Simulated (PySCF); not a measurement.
A PySCF script (with the pyscf-properties extension) for the NMR shieldings of `[SiH3]C[C@H]([SiH3])[SiH2]B(Cl)Cl`, C₂H₁₁BCl₂Si₃, on a GFN2-xTB geometry:

```python
import basis_set_exchange as bse
import numpy as np
from pyscf import gto, dft
from pyscf.prop import nmr

atoms = """
Si   -2.426056    0.931337   -0.142678
C    -1.038096   -0.052343    0.713205
C    -0.080846   -0.807539   -0.220779
Si    1.023116   -1.986744    0.800129
Si    0.963503    0.351144   -1.333802
B     1.960109    1.620935   -0.177526
Cl    1.239746    3.058592    0.441146
Cl    3.575287    1.297412    0.326728
H    -3.438879    1.262984    0.864256
H    -3.028396    0.095030   -1.184234
H    -1.907385    2.164768   -0.734155
H    -0.464034    0.620657    1.355112
H    -1.509918   -0.772500    1.389059
H    -0.684023   -1.426336   -0.892191
H     1.908749   -2.744560   -0.082655
H     0.165784   -2.911717    1.548778
H     1.809155   -1.203288    1.757877
H     1.851730   -0.504252   -2.137682
H     0.070650    1.015671   -2.298051
"""
names = dict.fromkeys(["Si", "C", "B", "Cl", "H"], "pcSseg-1")
basis = {el: gto.basis.parse(bse.get_basis(n, elements=[el], fmt="nwchem")) for el, n in names.items()}
mol = gto.M(atom=atoms, basis=basis, charge=0, verbose=0)
mf = dft.RKS(mol, xc="PBE0")
mf.grids.level = 2
mf.grids.alignment = dft.numint.BLKSIZE   # the property module wants whole blocks of grid points
mf.conv_tol = 1e-9
mf.kernel()

calc = nmr.RKS(mf)   # GIAO
C = mf.mo_coeff
Co = C[:, mf.mo_occ > 0]
resp = mf.gen_response(singlet=True, hermi=2)
def vind(x):   # induced exchange potential for any number of trial vectors
    d = np.einsum("pi,xij,qj->xpq", C, 2 * x.reshape(-1, C.shape[1], Co.shape[1]), Co, optimize=True)
    return np.einsum("xpq,pi,qj->xij", resp(d - d.transpose(0, 2, 1)), C, Co, optimize=True).ravel()
mo1, _ = nmr.rhf.solve_mo1(calc, with_cphf=vind)
sigma = calc.kernel(mo1)
for i, s in enumerate(sigma):   # ppm
    w = np.linalg.eigvalsh((s + s.T) / 2)
    print("%2d %-2s iso %8.1f  s11 %8.1f  s22 %8.1f  s33 %8.1f" % (i, mol.atom_pure_symbol(i), w.mean(), *w))
```

Problem. What does it print?

Solution. 
```
 0 Si iso    418.0  s11    376.6  s22    413.7  s33    463.8
 1 C  iso    176.5  s11    164.6  s22    173.2  s33    191.7
 2 C  iso    185.4  s11    166.7  s22    187.1  s33    202.5
 3 Si iso    407.7  s11    364.4  s22    386.1  s33    472.5
 4 Si iso    420.1  s11    398.8  s22    415.6  s33    445.8
 5 B  iso     25.3  s11    -44.1  s22     22.4  s33     97.7
 6 Cl iso    538.5  s11    137.3  s22    585.2  s33    892.9
 7 Cl iso    529.8  s11    132.7  s22    577.6  s33    878.9
 8 H  iso     27.7  s11     24.3  s22     25.0  s33     33.9
 9 H  iso     28.0  s11     24.5  s22     26.2  s33     33.2
10 H  iso     27.3  s11     23.3  s22     27.6  s33     31.1
11 H  iso     31.0  s11     27.2  s22     30.1  s33     35.6
12 H  iso     30.5  s11     24.0  s22     30.1  s33     37.6
13 H  iso     31.2  s11     26.4  s22     29.2  s33     38.1
14 H  iso     27.6  s11     23.9  s22     25.4  s33     33.4
15 H  iso     27.8  s11     24.0  s22     25.7  s33     33.7
16 H  iso     27.9  s11     24.0  s22     28.3  s33     31.5
17 H  iso     27.7  s11     24.8  s22     25.4  s33     33.0
18 H  iso     27.3  s11     24.3  s22     25.8  s33     31.8
```

These numbers come from an equivalent density-fitted implementation of the same equations, which agrees with the script to about 0.01 ppm for H and up to a few tenths of a ppm for heavy atoms, so last digits may differ.

Size and cost of the density-fitted run: 226 basis functions, 2.1 min wall time on 1 thread of an Intel Xeon, shared host; peak memory 1.1 GiB.
